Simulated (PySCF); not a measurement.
PySCF 2.14 output of an unrestricted LDA calculation on a single atom or ion in aug-cc-pVTZ-X2C, with scalar relativity by spin-free X2C-1e:

```
SCF conv_tol = 1e-09
number electrons alpha = 20  beta = 18
    P. A. M. Dirac.,  Math. Proc. Cambridge Philos. Soc. 26, 376 (1930)
    F. Bloch.,  Z. Phys. 57, 545 (1929)
    S. H. Vosko, L. Wilk, and M. Nusair.,  Can. J. Phys. 58, 1200 (1980)
cycle= 1 E= -3174.97357560265  delta_E= -0.00624  |g|= 0.0138  |ddm|= 1.96
cycle= 2 E= -3174.97364449857  delta_E= -6.89e-05  |g|= 0.0021  |ddm|= 0.232
cycle= 3 E= -3174.9736479036  delta_E= -3.41e-06  |g|= 0.00075  |ddm|= 0.039
cycle= 4 E= -3174.97364820135  delta_E= -2.98e-07  |g|= 1.06e-05  |ddm|= 0.00816
cycle= 5 E= -3174.97364820232  delta_E= -9.69e-10  |g|= 2.58e-07  |ddm|= 0.00202
converged SCF energy = -3174.97364820232  <S^2> = 2.0001622  2S+1 = 3.0001082
```

The run itself started from symmetry-adapted Hartree-Fock orbitals and held the occupation by maximum overlap, on a logarithmic radial grid, so the iterations belong to that start.

Which element, charge and spin multiplicity is this?

Sr (strontium, neutral), multiplicity 3; the state was [Kr] 5s1 6s1, high-spin 3S determinant (an excited configuration).

The outer electron is Rydberg-like, and this basis confines it to a smaller radius and binds it less than a complete one would.
